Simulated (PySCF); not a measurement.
# From a computed spectrum to the compound

A species of 5 atoms with charge -1 has these harmonic modes (PBE0, small Gaussian bases with core potentials, PySCF 2.14.0):

| cm⁻¹ | km/mol | symmetry |
| --- | --- | --- |
| 114 | 0.0 | e |
| 114 | 0.0 | e |
| 122 | 38.7 | t2 |
| 122 | 38.7 | t2 |
| 122 | 38.7 | t2 |
| 520 | 134.7 | t2 |
| 520 | 134.7 | t2 |
| 520 | 134.7 | t2 |
| 540 | 0.0 | a1 |

Task: Which species is it, and in which structure?

Result: [HoF4]− (singlet in the valence; each metal's 4f electrons, 10 of them, lie in its core potential, out of spins and levels):
```xyz
5

Ho    0.0000    0.0000    0.0000
F     1.1884    1.1884    1.1884
F    -1.1884   -1.1884    1.1884
F     1.1884   -1.1884   -1.1884
F    -1.1884    1.1884   -1.1884
```
Ideal gas at 298.15 K and 1 bar: S = 360.6 J/(mol K), Cp = 93.7 J/(mol K), H − H(0 K) = 21.3 kJ/mol (rigid rotor, harmonic modes, spin degeneracy alone, that of the 4f electrons in the core included). An lcecp potential fixes the number of 4f electrons, so in runs with it no electron can move into or out of that shell.
 Other answers can fit too; this one was computed.
